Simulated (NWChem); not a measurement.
System: CH$_{4}$N, doublet; SMILES C[NH]

All runs: NWChem. Spin-unrestricted. In the optimisation the excess spin sits in a" (Cs, its own frame). The geometry was optimised at B3LYP/6-31G* (spherical d), spin-unrestricted. No stability test was run on the SCF state. Level: B3LYP/def2-SVP with SMD (1 M gas to 1 M solution), gas-phase geometry. Reactions with the solvent are ignored.

**Question.** Predict the results for solvent chlorobenzene. Quantities: solvation free energy (kcal/mol); cavity-dispersion-structure term (kcal/mol); dipole in solution (D).

**Answer.** The solvation free energy (kcal/mol) is -2.7, the cavity-dispersion-structure term (kcal/mol) comes out as 1.1 and the dipole in solution (D) is 2.32.
